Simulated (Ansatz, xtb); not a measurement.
**Two isomers of C5H3NS**

We compare I, `CC(=S)C#CC#N`, a singlet, with II, `C#Cc1cncs1`, a singlet. Both are isolated molecules in the gas phase, relaxed with B3LYP/def2-SVP.

Quicker runs give these differences E(II) − E(I): GFN2-xTB −118.2 kJ/mol; HF/STO-3G −87.8 kJ/mol (at GFN2-xTB geometries); r2SCAN-D4/def2-SVP −67.3 kJ/mol (at GFN2-xTB geometries).

Q: Estimate E(II) − E(I) at the level CCSD(T)/def2-SVP + ΔMP2/def2-TZVPP.

A: Calculated at CCSD(T)/def2-SVP + ΔMP2/def2-TZVPP: E(II) − E(I) = −59.5 kJ/mol, so structure II lies lower.

The same difference at several levels:

| level | geometry | E(II) − E(I) (kJ/mol) | departure from the last row (kJ/mol) | job, with rough time for the two |
| --- | --- | --- | --- | --- |
| GFN2-xTB | GFN2-xTB | −118.2 | −58.7 | optimisation, 0.21 s |
| HF/STO-3G | GFN2-xTB | −87.8 | −28.4 | single point, 1.1 s |
| r2SCAN-D4/def2-SVP | GFN2-xTB | −67.3 | −7.8 | single point, 6.2 s |
| B3LYP/def2-SVP | B3LYP/def2-SVP | −46.6 | +12.8 | optimisation, 47 s |
| HF/def2-SVP | B3LYP/def2-SVP | −36.4 | +23.1 | part of the CCSD(T) run |
| MP2/def2-SVP | B3LYP/def2-SVP | −37.0 | +22.5 | part of the CCSD(T) run |
| CCSD(T)/def2-SVP | B3LYP/def2-SVP | −34.9 | +24.6 | single point |
| CCSD(T)/def2-SVP + ΔMP2/def2-TZVPP | B3LYP/def2-SVP | −59.5 |  | single point, 76 s |

As drawn, II has 1 C∷C, 2 C∷N, 2 C∷S in place of 2 C–C, 1 C=S, 1 C≡N (∷ is an aromatic bond). Structure I has no ring, II a 5-membered ring (with an aromatic ring).

The levels shown agree on the order. The largest departure from CCSD(T)/def2-SVP + ΔMP2/def2-TZVPP is that of GFN2-xTB, 58.7 kJ/mol. The last row adds to CCSD(T) the change of the MP2 difference between the two basis sets, here −24.6 kJ/mol, a large step that makes the value less sure.

With thermal terms from frequencies at re-optimised GFN2-xTB minima (ideal gas, soft modes damped towards free rotors, one conformer each, 298.15 K, 1 atm): the zero-point term adds +3.3 kJ/mol; ΔH is −60.6 and ΔG −48.6 kJ/mol.

The correlated steps freeze 11 core orbitals. Programs: Ansatz 0.2.0, xtb 6.7.1; the last row on 2 threads of Arm Neoverse V1 on a shared host.
